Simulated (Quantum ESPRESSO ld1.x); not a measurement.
Values are calculated unless marked as measured or tabulated.
The run below uses ld1.x (Quantum ESPRESSO 7.5).

```
 &input
    zed=4.0,
    iswitch=1,
    rel=0,
    lsd=1,
    dft='PZ',
    config='[He] 2s1',
    verbosity='high',
    prefix='ld1',
    max_out_wfc=37,
    file_charge='ld1.rho',
 /
```

It prints (banner and zero overlaps left out):

```
     Program LD1 v.7.5 starts

     --------------------------- All-electron run ----------------------------

     atomic number is  4.00
     dft =PZ   lsd =1 sic =0 latt =0  beta=0.20 tr2=1.0E-14
     Exchange-correlation= PZ
                           (   1   1   0   0   0   0   0)
     mesh =1625 r(mesh) = 100.05356 a.u. xmin = -7.00 dx = 0.00800
     1 Ry =  13.60569312 eV

     n l     nl                  e(Ry)          e(Ha)          e(eV)
     1 0     1S 1( 1.00)      -8.558375777      -4.279187889   -116.4426345
     2 0     2S 1( 1.00)      -1.050941371      -0.525470685    -14.2987858
     1 0     1S 2( 1.00)      -8.522851514      -4.261425757   -115.9593022
     2 0     2S 2( 0.00)      -0.861395507      -0.430697754    -11.7198829

     final scf error:  3.8E-17 reached in  14 iterations

     Etot =     -28.227776 Ry,     -14.113888 Ha,    -384.058460 eV
     Total magnetization:    1.00 Bohr mag.

     Ekin =      28.005274 Ry,      14.002637 Ha,     381.031159 eV
     Encl =     -63.168455 Ry,     -31.584227 Ha,    -859.450609 eV
     Eh   =      11.564486 Ry,       5.782243 Ha,     157.342854 eV
     Exc  =      -4.629082 Ry,      -2.314541 Ha,     -62.981864 eV

     normalization and overlap integrals

     s(1S/1S) =  1.000000  <r> =   0.4241  <r2> =    0.2453  r(max) =   0.2687
     s(2S/2S) =  1.000000  <r> =   2.2654  <r2> =    6.0303  r(max) =   1.8771
     s(1S/1S) =  1.000000  <r> =   0.4234  <r2> =    0.2440  r(max) =   0.2687
     s(2S/2S) =  1.000000  <r> =   2.3829  <r2> =    6.7613  r(max) =   1.9073

     ------------------------ End of All-electron run ------------------------
```

Run on one thread of a shared host, so times are rough (Intel(R) Xeon(R) Processor @ 2.60GHz): 0.43 s of CPU time, 0.59 s wall, 14 iterations on 1625 mesh points.
